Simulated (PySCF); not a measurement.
**CH2B2, SMILES `B1=CB1` (charge 0, multiplicity 1)**

Computed with PBE0-D3(BJ)/def2-TZVP in PySCF 2.14.0.

The HOMO is -8.14 eV. The dipole moment comes out as 1.03 D and the HOMO–LUMO gap is 5.55 eV. The LUMO is -2.59 eV, the total energy is -88.7810 Ha and the cost is about 8 core-seconds (a rough figure).

```xyz
5

B     -0.3113     1.0856     0.5984
C     -0.8131     0.0180    -0.0774
B      0.7751     0.1503     0.1063
H     -1.3609    -0.7605    -0.5820
H      1.7102    -0.4934    -0.2199
```
